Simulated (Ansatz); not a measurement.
Geometry optimisation, Ansatz 0.2.0, RKS r2SCAN-D4/6-31G.

input.yaml

```yaml
crystal:
  periodic: [false, false, false]
  atoms:
    - { symbol: C, position_ang: [-0.8908, 1.1257, 0.4527] }
    - { symbol: B, position_ang: [0.5041, 0.9517, -0.1775] }
    - { symbol: P, position_ang: [1.4093, -0.7197, 0.0468] }
    - { symbol: "N", position_ang: [0.2117, -1.7029, -0.6779] }
    - { symbol: H, position_ang: [-1.2839, 2.1947, 0.2061] }
    - { symbol: H, position_ang: [-0.9008, 1.0365, 1.5381] }
    - { symbol: H, position_ang: [-1.6219, 0.4468, -0.0025] }
    - { symbol: H, position_ang: [1.0817, 1.8598, -0.7488] }
    - { symbol: H, position_ang: [0.9779, -0.8975, 1.4648] }
    - { symbol: H, position_ang: [0.3351, -2.7051, -0.3918] }
    - { symbol: H, position_ang: [2.38501, -1.16476, -0.85316] }
basis:
  gaussian: { orbitals: "6-31G" }
hamiltonian:
  xc: r2scan
  dispersion: d4
relax:
  f_tol: 0.02
  max_steps: 50
```

Run as:

```bash
$ ansatz run input.yaml --threads 1 --pin off --max-ram 2048MiB --backend cpu --events-out ev --progress --plain --runs-dir out
```

Problem. Where does it end, and by what steps?

Solution. The run converged. Limits of this set-up: no polarisation functions. After 21 steps the energy has fallen by 2.501 eV; H9 moved furthest, 1.15 Å.

```
step  energy less start (eV)  largest force component (eV/Å)  accepted
   0                  0.0000                           3.109       yes
   1                 -1.6065                           1.502       yes
   2                 -2.2161                           0.823       yes
   3                 -2.2729                           0.903       yes
   4                 -2.4197                           0.454       yes
   5                 -2.4491                           0.194       yes
   6                 -2.4627                           0.153       yes
   7                 -2.4662                           0.077       yes
   8                 -2.4671                           0.124       yes
   9                 -2.4697                           0.109       yes
  10                 -2.4732                           0.276       yes
  11                 -2.4788                           0.191       yes
  12                 -2.4894                           0.142       yes
  13                 -2.4873                           0.258        no
  14                 -2.4955                           0.062       yes
  15                 -2.4981                           0.067       yes
  16                 -2.4992                           0.096       yes
  17                 -2.4998                           0.065       yes
  18                 -2.5002                           0.024       yes
  19                 -2.5004                           0.028       yes
  20                 -2.5004                           0.026       yes
  21                 -2.5005                           0.015       yes
```

```xyz
11
Properties=species:S:1:pos:R:3
C -0.992 1.174 0.218
B 0.532 0.989 0.114
P 1.207 -0.845 -0.029
N -0.186 -1.799 -0.259
H -1.354 2.088 -0.270
H -1.232 1.296 1.292
H -1.532 0.283 -0.124
H 1.354 1.859 0.151
H 2.080 -1.021 1.145
H 0.043 -2.805 -0.356
H 2.287 -0.794 -1.026
```

Run time: 2.1 min on 1 CPU thread of a shared host.
